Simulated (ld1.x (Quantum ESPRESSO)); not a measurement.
tin (Sn): one change to a TM potential, before and after

- Element: tin (Sn)
- Generator: ld1.x (Quantum ESPRESSO) 7.5
- Type: norm-conserving Troullier–Martins (Kleinman–Bylander form)
- Functional: BP86
- Relativity: scalar-relativistic
- Frozen core: [Kr]
- Valence charge: 14
- Reference configuration: 4d10 5s2 5p2
- Partial waves: 5s (bound): rc 2.15 bohr; 5p (bound): rc 2.75 bohr; 4d (bound): rc 0.95 bohr
- Local potential: the d channel
- Core correction: Bessel-smoothed model core inside 0.90 bohr

Change: all radii but the core radius scaled by about 1.23 (s 2.64, p 3.38, d 1.16 bohr).

Cutoffs: the cutoffs (Ry, on a coarse ladder) from which the occupation-weighted sum of valence levels, in a spherical-Bessel basis at the reference potential, stays within 10 and 1 mRy of its value at 400 Ry; they do not see the model core or the augmentation charge, which bear on the density cutoff. Errors are all-electron minus pseudo energies relative to the spin-unpolarised reference configuration.

Question: How do hardness, ghosts and transferability respond?

Answer: The potential gets softer (120 Ry and 160 Ry → 100 Ry and 160 Ry); both files keep a bound ghost (p, s); of the 7 tests that both files solve, the error grows in 4 and shrinks in 3 by more than 15 % and 0.3 meV (median size 7.9 → 24.8 meV). A larger radius leaves more room for a smooth pseudo-wave, so fewer plane waves are needed.

```tsv
quantity	base	changed
cutoff, loose	120 Ry	100 Ry
cutoff, tight	160 Ry	160 Ry
loose cutoff by channel (10 mRy a level)	s 10 Ry, p 6 Ry, d 90 Ry	s 6 Ry, p 6 Ry, d 80 Ry
bound ghosts	s, p	s, p
error for 4d10 5s2 5p1, meV [ΔE 7.03 eV]	-1.3	-2.9
error for 4d10 5s2 5p0, meV [ΔE 21.15 eV]	-7.9	-25
error for 4d10 5s1 5p0, meV [ΔE 52.33 eV]	-27	-82
error for 4d10 5s1 5p3, meV [ΔE 7.00 eV]	-0.9	+0.5
error for 4d10 5s0 5p0, meV [ΔE 93.44 eV]	-101	-263
error for 4d10 5s0 5p4, meV [ΔE 14.24 eV]	-2.6	+1.7
error for 4d9 5s2 5p3, meV [ΔE 24.41 eV]	-215	-127
```

Base: These tests converged, but a pseudo level misses the all-electron one widely, so the file describes the atom poorly there or has found another state: 4d10 5s0 5p0: empty 5p by 4.4 eV. A true bound ghost makes a file unfit for plane-wave use even where its test errors are small: the radial tests pick states by their node count and pass the ghost by.
